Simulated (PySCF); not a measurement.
**Ionisation energy of K+ by level of theory**

K+ [Ar] (1S) → K(2+) [Ne] 3s2 3p5 (2P), as a difference of total energies. Computed with PySCF 2.14 in pcseg-2 (6s4p3d, 33 functions), with no relativity, point nucleus. Correlated levels: valence: [Ne] 3s2 frozen. The calculations carry no spin-orbit coupling.

```json
{"method": "UHF", "ionisation energy (eV)": "30.428"}
{"method": "BP86", "ionisation energy (eV)": "31.699"}
{"method": "PBE", "ionisation energy (eV)": "31.615"}
{"method": "MP2 (valence)", "ionisation energy (eV)": "31.545"}
{"method": "SCS-MP2 (valence)", "ionisation energy (eV)": "31.482"}
{"method": "CCSD (valence)", "ionisation energy (eV)": "31.513"}
{"method": "CCSD(T) (valence)", "ionisation energy (eV)": "31.533"}
```

Task: How much does correlation contribute at CCSD(T) (valence)?

Result: 31.533 − (30.428) = 1.105 eV, measured against UHF.

These non-relativistic numbers lack the scalar-relativistic shift.

The reference lies between the lowest fine-structure levels, while these numbers refer to the centres of the terms.

Errors of the correlated levels include the incompleteness of this basis and the frozen core.

For comparison: 31.625 eV (measured; NIST Atomic Spectra Database, ionization energies).
